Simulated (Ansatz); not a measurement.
System: diiodo(dimethyl)germane, C2H6GeI2, charge 0, multiplicity 1. 
Structure (B3LYP-D3(BJ)/def2-TZVP (Ansatz, a quantum-chemistry and plane-wave program) minimum search):
SMILES: [CH3][Ge]([CH3])([I])[I]
```xyz
11

C      1.8667    -1.6817    -0.3506
Ge     0.1036    -0.8572    -0.1583
C     -1.4120    -2.0793    -0.3438
I     -0.1204     0.9596    -1.9316
I     -0.0220     0.2180     2.1490
H      2.6379    -0.9243    -0.2316
H      1.9872    -2.4485     0.4143
H      1.9449    -2.1295    -1.3411
H     -2.3414    -1.5281    -0.2212
H     -1.3850    -2.5333    -1.3342
H     -1.3427    -2.8523     0.4212
```
Charge 0, spin multiplicity 1.

Total electronic energies in hartree. Correlated levels leave the core frozen unless marked. No spin-orbit coupling. The frozen core is the preceding noble-gas configuration, with the filled d and f shells of earlier blocks. In def2 rows, elements after Kr have scalar-relativistic effective core potentials. STO-3G rows are all-electron and non-relativistic. CBS marks a two-point X^-3 extrapolation of the correlation energy; Hartree-Fock from the larger set.

| level | program | energy (Eh) |
|---|---|---|
| HF/def2-QZVPP | Ansatz | -2748.11049 |
| BLYP/def2-TZVPD | Ansatz | -2752.27151 |
| PBE0/STO-3G | Ansatz | -15836.88789 |
| PBE0-D3(BJ)/def2-TZVPD | Ansatz + dftd3 | -2752.06441 |
| PBE0/def2-QZVPP | Ansatz | -2752.10452 |
| PBE-QIDH/def2-TZVPD | Ansatz | -2751.10144 |
| MP2/CBS(def2-TZVPP,def2-QZVPP) | Ansatz | -2748.9762 |
| MP2/CBS(def2-TZVPPD,def2-QZVPPD) | Ansatz | -2748.9747 |
| RI-MP2/def2-TZVPP | Ansatz | -2748.80810 |
| RI-MP2/CBS(def2-TZVPP,def2-QZVPP) | Ansatz | -2748.9760 |
| SCS-MP2/def2-TZVPP | Ansatz | -2748.80811 |
| CCSD/def2-QZVPP | Ansatz | -2748.97592 |
| CCSD/CBS(def2-TZVPPD,def2-QZVPPD) | Ansatz | -2749.0198 |
| CCSD(T)/def2-QZVPPD | Ansatz | -2749.01679 |
| CCSD(T)/CBS(def2-TZVPPD,def2-QZVPPD) | Ansatz | -2749.0635 |

Totals of different functionals don't rank their quality; only differences between species are comparable.
